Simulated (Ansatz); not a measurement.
This geometry of BrF₂HSTi (6 atoms, charge 0, multiplicity 1) is a first-order saddle point.

Theory: RKS PBE0-D4/def2-SVP in Ansatz 0.2.0.

```xyz
6
Properties=species:S:1:pos:R:3
Ti -0.325 0.365 0.227
Br 1.792 1.343 0.193
S -0.199 -1.705 -0.689
H 1.127 -1.512 -0.892
F -1.466 1.290 -0.672
F -0.931 0.217 1.832
```

Task: Which two structures does it join? (They come from a converged band through this point; their orientation in space is the band's.)

Result: No bond is made or broken.  The two ends are copies of one structure, up to a mirror image or an exchange of like atoms.

Image 0:

```xyz
6
Properties=species:S:1:pos:R:3
Ti -0.203 0.329 0.352
Br 1.857 1.410 0.562
S 0.125 -1.793 -0.348
H 0.358 -1.331 -1.602
F -1.141 1.155 -0.837
F -0.995 0.229 1.873
```

Image 8:

```xyz
6
Properties=species:S:1:pos:R:3
Ti -0.230 0.456 0.119
Br 1.848 1.458 0.479
S 0.013 -1.281 -1.304
H 0.513 -2.033 -0.290
F -1.322 1.556 -0.623
F -0.822 -0.155 1.619
```

Task: How far does it lie above each of them?

Result: 7.4 kJ/mol above the first and 7.4 kJ/mol above the second. This is the barrier of this one path; another mechanism may lie lower.

The run took 13 min on 2 threads of Arm Neoverse N1, on a shared host, peak memory 0.32 GiB.
